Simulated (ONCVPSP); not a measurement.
## Zr (Z = 40): ONCV pseudisation with PBE, scalar-relativistic reference atom.

ONCVPSP 4.0.1 input, shortened (lines: element, Z, core and valence counts, functional; n l f; lmax; l rc ep ncon nbas qcut; lloc lpopt rc5 dvloc0; l nproj debl; icmod fcfact rcfact), PBE, scalar-relativistic:

```
  Zr 40.00    6    4        4      upf
    1    0    2.00
    2    0    2.00
    2    1    6.00
    3    0    2.00
    3    1    6.00
    3    2   10.00
    4    0    2.00
    4    1    6.00
    4    2    2.00
    5    0    2.00
    2
    0    1.85    0.00    3    7    5.00
    1    1.30    0.00    4    6    6.30
    2    2.05    0.00    4    8    4.50
    4    5    0.85    0.00
    0    2    0.80
    1    2    2.20
    2    2    3.30
    3    4.00    1.75
```

All-electron outer shells of the reference configuration (PBE, scalar-relativistic, ld1.x):

```
shell  level (eV)  outermost node (bohr)  outermost maximum (bohr)
   3d     -174.71                      –                      0.35
   4s      -54.50                   0.55                      1.08
   4p      -32.46                   0.56                      1.17
   5s       -4.44                   1.47                      3.15
   4d       -3.60                   0.58                      1.59
```

**Question.** Does the generator finish with these settings?

**Answer.** No. ONCVPSP 4.0.1 stopped with "test_data: must have ncon+3 <= nbas <= ncon+5, l= 1": the input breaks a rule of the program on the basis size: nbas must lie between ncon + 3 and ncon + 5.
